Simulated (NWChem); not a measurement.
## GeH2O2 (SMILES [OH][Ge][OH]): entropy by statistical mechanics

A singlet with charge 0, relaxed at HF/3-21G (NWChem 7.3.0):

```xyz
5

O     1.3311    0.0000    0.6750
Ge    0.0000    0.0000   -0.4295
O    -1.3311    0.0000    0.6750
H     1.4600    0.0000    1.6258
H    -1.4600    0.0000    1.6258
```

Harmonic wavenumbers in cm⁻¹: 281, 432, 492, 523, 658, 819, 875, 3970, 3970.

Masses in u: O 15.999, Ge 72.63, H 1.008. Take T = 298.15 K, p = 1 bar, R = 8.3145 J/(mol K), kT/hc = 207.22 cm⁻¹, rigid rotor and harmonic oscillator.

Q: Compute the standard molar entropy.

A: 
1. Translation (Sackur–Tetrode): S = R[3/2 ln M + 5/2 ln T − 1.1517] with M = 106.644 gives 167.1 J/(mol K).
2. Rotation: principal moments 32.932, 60.992, 93.924 u Å² give A, B, C = 0.5119, 0.2764, 0.1795 cm⁻¹; the symmetry number is σ = 2; q = (√π/σ)√((kT/hc)³/ABC) = 16588; S = R(ln q + 3/2) = 93.3.
3. Vibration: with u = ν̃/207.22, each mode gives R[u/(eᵘ − 1) − ln(1 − e⁻ᵘ)]; the sum is 18.3, most from 281 cm⁻¹ (6.4), 432 cm⁻¹ (3.6), 492 cm⁻¹ (2.8).
4. Spin: R ln 1 = 0.0.
5. Sum: 167.1 + 93.3 + 18.3 + 0.0 = 278.7 J/(mol K).

No measured value is set beside it here.
